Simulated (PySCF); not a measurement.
# Spectroscopy problems

PySCF 2.14 calculation with shieldings: GIAO PBE0/pcSseg-1 and geometry from GFN2-xTB; non-relativistic Hamiltonian, one conformer, rapidly exchanging positions averaged, no solvent.

Shifts are taken against calculated references (same method and geometry level): 1H (31.72 ppm), 13C (186.93 ppm) vs TMS. Splittings of carbon signals by F and P are missing where no couplings were computed. Where no couplings were computed, multiplicities follow the n + 1 count of equivalent neighbours, and m marks all less simple cases (inequivalent or close neighbours, rings, F or P nearby). Shifts are as computed. Against solution values, carbons near 30 ppm lie about +3 ppm off and those near 130 ppm about +5 ppm. Of 1211 compounds with measured shifts, 218 miss one by over three times the rms of a fit or turn the order of signals round; such compounds aren't used in these exercises.

Q: C₆H₅FO₂. 1H NMR (600 MHz, computed): δ 10.04 (d, 1H), 6.41 (m, 1H), 2.34 (s, 3H). 13C{1H} NMR (computed): δ 249.6 (C), 191.0 (CH), 152.3 (C), 130.1 (C), 120.9 (CH), 20.8 (CH3). Identify the compound.

A: `C/C(=C\C=O)C(F)=C=O`. The formula gives 4 degrees of unsaturation (no ring in the answer). 6 carbon signals for 6 carbons: no two carbons are equivalent. Carbon types of the structure: 3 × C, 2 × CH, 1 × CH3, which accounts for all hydrogens. δC 191.0: aldehyde carbonyl carbon; the double bond to the heteroatom, with no lone-pair donor beside it, deshields it most. δC 152.3: β carbon of a C=C–C=O unit; conjugation with the carbonyl draws π density from the β position. δC 120.9: α carbon of a C=C–C=O unit; the olefinic region. δH 10.04: hydrogen on an aldehyde carbonyl carbon; the C=O anisotropy and electron withdrawal place aldehyde protons far downfield.

The shifts were computed for this structure.

Q: C₆H₇N₃O. 1H NMR (400 MHz, computed): δ 9.94 (s, 1H), 3.15 (s, 3H), 3.12 (s, 3H). 13C{1H} NMR (computed): δ 208.1 (C), 167.4 (C), 162.8 (CH), 156.9 (C), 31.6 (CH3), 28.4 (CH3). Identify the compound.

A: SMILES CC(=O)c1nncnc1C. The formula gives 5 degrees of unsaturation (1 ring in the answer). 6 carbon signals for 6 carbons: no two carbons are equivalent. Carbon types of the structure: 3 × C, 1 × CH, 2 × CH3, which accounts for all hydrogens. δC 208.1: ketone carbonyl carbon; low-lying n→π* states of the double bond to the heteroatom give a large paramagnetic term (-269 ppm). δC 167.4, 156.9: substituted aromatic carbon next to a ring nitrogen. δC 162.8: aromatic CH between two ring heteroatoms. δH 9.94: hydrogen on an aromatic CH between two ring heteroatoms; aromatic region.

The shifts were computed for this structure.

Q: C₅H₉ClO₂Si. 1H NMR (600 MHz, computed): δ 6.07 (m, 1H), 6.01 (m, 1H), 5.83 (m, 1H), 5.62 (m, 1H), 4.71 (m, 1H), 3.86 (m, 1H), 3.80 (m, 1H), 3.78 (m, 1H), 3.58 (m, 1H). 13C{1H} NMR (computed): δ 147.2 (CH), 124.0 (CH2), 79.9 (CH), 76.6 (CH2), 68.3 (CH2). What is it?

A: `InChI=1S/C5H9ClO2Si/c1-2-5-3-7-4-9(6)8-5/h2,5,9H,1,3-4H2/t5-,9+/m1/s1`. Rings plus π bonds: 2 (1 ring in the answer). 5 carbon signals for 5 carbons: no two carbons are equivalent. Carbon types of the structure: 2 × CH, 3 × CH2, leaving 1 H on heteroatoms. δC 124.0: terminal =CH2 carbon; as expected for a trigonal carbon in a double bond. δC 79.9: allylic sp3 CH bonded to O; pulled downfield by the heteroatom. δC 76.6: sp3 CH2 bonded to O; deshielded by the electronegative neighbour. δC 68.3: sp3 CH2 bonded to O and Si; deshielded by the electronegative neighbour.

The shifts were computed for this structure.
